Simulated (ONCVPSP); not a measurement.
**Transferability test, ONCV potential for Fe (Z = 26)**

iron, optimised norm-conserving Vanderbilt (ONCV), made with ONCVPSP 4.0.1 (PBE, scalar-relativistic). Core [Ne] 3s2, reference 3p6 3d6 4s1.75 4p0.25. Waves: 4s: rc 2.10 bohr, ncon 3, nbas 7, qcut 3.4 1/bohr, 2 projectors, debl 2.1 Ha; 3p+4p: rc 1.30 bohr, ncon 3, nbas 7, qcut 8.4 1/bohr, 2 projectors; 3d: rc 1.10 bohr, ncon 4, nbas 7, qcut 15.3 1/bohr, 2 projectors, debl 3.5 Ha. Local part: polynomial inside 1.00 bohr (lpopt 5, dvloc0 0 Ha). Core correction: polynomial model core, fcfact 0.25.

Energies are relative to the spin-unpolarised reference configuration 3p6 3d6 4s1.75 4p0.25; without spin polarisation the order of configurations can differ from experiment. Not all tests gave a result: 1 of 4 tests not solved or not reliable.

```tsv
valence configuration	charge	ΔE all-electron (eV)	error AE − PS (meV)
3p6 3d6 4s2 4p0	0	-1.000	-0.3
3p6 3d6 4s1 4p0	+1	7.730	-5.0
3p6 3d5 4s2 4p1	0	7.748	-59
```

Levels in the configuration 3p6 3d6 4s1 4p0:

| level | all-electron (eV) | pseudo (eV) |
| --- | --- | --- |
| 3p | -68.582 | -68.534 |
| 3d | -15.956 | -15.923 |
| 4s | -12.329 | -12.343 |

Note: ghosts flagged at negative energy: s at -88.5 eV; no localised positive-energy state flagged. A true bound ghost makes a file unfit for plane-wave use.
